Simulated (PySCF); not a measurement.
NICS in rings of unrelated molecules.

NICS = −σ at a ghost point: NICS(0) at the centroid of the ring atoms, NICS(1) 1 Å to either side along the normal of their mean plane, zz for the tensor component along that normal. Level: GIAO PBE0/pcSseg-1 (PySCF, non-relativistic, gas phase) on the GFN2-xTB geometries, one conformer each. Atom numbers follow the mapped SMILES.

Question: Order these rings by mean NICS(1)zz, lowest (most negative) first (ppm).
A. ring C3–C4–C5–S6–C7 in `[SiH3:1][S:2][c:3]1[cH:4][cH:5][s:6][cH:7]1`
B. ring C4–C5–C6–P7–C9 in `[CH3:1][CH:2]([CH3:3])[C@@H:4]1[CH2:5][CH2:6][P@@H:7](=[O:8])[CH2:9]1`
C. ring C2–C3–C4–C5–P6–C8 in `[CH3:1][C@@H:2]1[CH2:3][CH2:4][CH2:5][P@@H:6](=[O:7])[C@@H:8]1[CH3:9]`
D. ring C3–C4–C5–C6–S10 in `[CH:1]#[C:2][c:3]1[cH:4][cH:5][c:6]([C:7](=[O:8])[F:9])[s:10]1`
E. ring C2–N3–N4–C5–N7 in `[CH3:1][c:2]1[n:3][n:4][c:5]([Cl:6])[n:7]1[CH3:8]`
F. ring C3–N4–C5–C6–O8 in `[CH2:1]=[CH:2][c:3]1[n:4][cH:5][c:6]([OH:7])[o:8]1`
G. ring C2–C3–C4–S8 in `[CH2:1]=[C:2]1[CH2:3][C:4]2([CH2:5][S:6][CH2:7]2)[S:8]1`

Answer: E (-26.7), A (-25.3), D (-23.1), F (-20.5), B (-1.8), C (2.5), G (5.1).

| SMILES | ring | NICS(0) | NICS(1) | NICS(1)zz | HOMA | rms pucker (Å) | ring atoms with four or more neighbours |
| --- | --- | --- | --- | --- | --- | --- | --- |
| Cc1nnc(Cl)n1C | 5-membered ring with 3 N; formal bonds all aromatic | -11.1 | -10.7 | -26.7 | 0.88 | 0.00 | 0 |
| [SiH3]Sc1ccsc1 | 5-membered ring with S; formal bonds all aromatic | -12.5 | -11.0 | -25.3 | 0.76 | 0.00 | 0 |
| C#Cc1ccc(C(=O)F)s1 | 5-membered ring with S; formal bonds all aromatic | -12.1 | -10.8 | -23.1 | 0.88 | 0.00 | 0 |
| C=Cc1ncc(O)o1 | 5-membered ring with N and O; formal bonds all aromatic | -9.5 | -8.3 | -20.5 | 0.37 | 0.00 | 0 |
| CC(C)[C@@H]1CC[P@@H](=O)C1 | 5-membered ring with P; formal bonds all single | -5.0 | -4.3 | -1.8 | – | 0.20 | 5 |
| C[C@@H]1CCC[P@@H](=O)[C@@H]1C | 6-membered ring with P; formal bonds all single | -3.1 | -2.5 | 2.5 | – | 0.24 | 6 |
| C=C1CC2(CSC2)S1 | 4-membered ring with S; formal bonds all single | -2.3 | -1.5 | 5.1 | – | 0.00 | 2 |

NICS(0) gives another order. The isotropic NICS(1) gives another order. Over the 4 rings with a HOMA value its correlation coefficient with NICS(1)zz is -0.81. HOMA uses Krygowski's 1993 parameters; it is left out where a ring has a four-coordinate atom, a triple bond, no multiple bond or a kind of bond without parameters. NICS(1) and NICS(1)zz are means over the two faces.
